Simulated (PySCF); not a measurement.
C$_{2}$H$_{4}$N, doublet, geometry from GFN2-xTB. Base run: SCAN/6-31G** (PySCF).

Here is a job for PySCF.
```python
from pyscf import gto, scf, dft

mol = gto.M(
    atom='''
C     1.136327   -0.224599   -0.249004
N     0.010674    0.383159   -0.097888
C    -1.143086   -0.018036    0.310992
H     1.225606   -1.300135   -0.368214
H     2.025505    0.375422   -0.338318
H    -1.998418    0.596918    0.089907
H    -1.286853   -0.898503    0.929916
''',
    basis='6-31g**',
    charge=0,
    spin=1,
    verbose=3,
)

mf = dft.UKS(mol)
mf.xc = 'scan'
mf.kernel()
mf.analyze()
```

The base run was repeated with changes; each row names its change, and settings that it needs were set with it.

| change | ΔE vs base (µEh) | grid points | electrons on the grid |
|---|---|---|---|
| base | 0.0 | 81376 | 23.00000 |
| grids.level = 5 | 942 | 222232 | 23.00000 |
| small_rho_cutoff = 0 | 0.0 | 81376 | 23.00000 |
| grids.level = 4 | 1136 | 147928 | 23.00000 |
| grids.atom_grid = (99, 590) | 1053 | 226136 | 23.00000 |
| grids.prune = off | -9.7 | 128352 | 23.00000 |
| grids.becke_scheme = stratmann | 2.8 | 81376 | 23.00000 |
| grids.radi_method = delley | 1113 | 87528 | 23.00000 |
| grids.atom_grid = (150, 974) | 982 | 565144 | 23.00000 |
| grids.atom_grid = (75, 302) | 1.3 | 101496 | 23.00000 |
| grids.level = 1 | -5074 | 25368 | 22.99995 |

Open shells are given as the SCF converged; they aren't shown to be the lowest states, and a large step between rows can be another state.
